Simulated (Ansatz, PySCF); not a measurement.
This Ansatz (an electronic-structure program) input computes a PBE/def2-TZVPD energy:

Ansatz 0.2 input:
```yaml
crystal:
  periodic: [false, false, false]
  atoms:
    - {symbol: Cl, position_ang: [-0.95420930, -1.52944422, -1.14156982]}
    - {symbol: Ge, position_ang: [0.00000000, -0.00000000, -0.00000000]}
    - {symbol: Cl, position_ang: [2.08709248, -0.41899485, 0.14623583]}
    - {symbol: Cl, position_ang: [-0.28153259, 1.88459450, -0.96017687]}
    - {symbol: Cl, position_ang: [-0.85135060, 0.06384457, 1.95551085]}
basis:
  gaussian:
    orbitals: def2-TZVPD
hamiltonian:
  xc: {name: PBE}
output: {forces: true}
```

Q: Write an input for the same energy in PySCF and say what it gives.

A: 
```python
from pyscf import gto, scf, dft

mol = gto.M(
    atom='''
    Cl   -0.95420930   -1.52944422   -1.14156982
    Ge    0.00000000   -0.00000000   -0.00000000
    Cl    2.08709248   -0.41899485    0.14623583
    Cl   -0.28153259    1.88459450   -0.96017687
    Cl   -0.85135060    0.06384457    1.95551085
    ''',
    basis='def2-tzvpd',
    charge=0,
    spin=0,
    verbose=4,
)

mf = dft.RKS(mol, xc='pbe').density_fit(auxbasis='def2-universal-jkfit')
mf.grids.level = 3
mf.conv_tol = 1e-9
mf.max_cycle = 100
mf.max_memory = 1500
mf.kernel()
if not mf.converged:
    mf = mf.newton()
    mf.kernel(mf.make_rdm1())
mf.analyze()
```
It gives -3916.97737 Eh, and Ansatz -3916.97730 Eh, a difference of 0.07 mEh, from the treatment of integrals and grids.
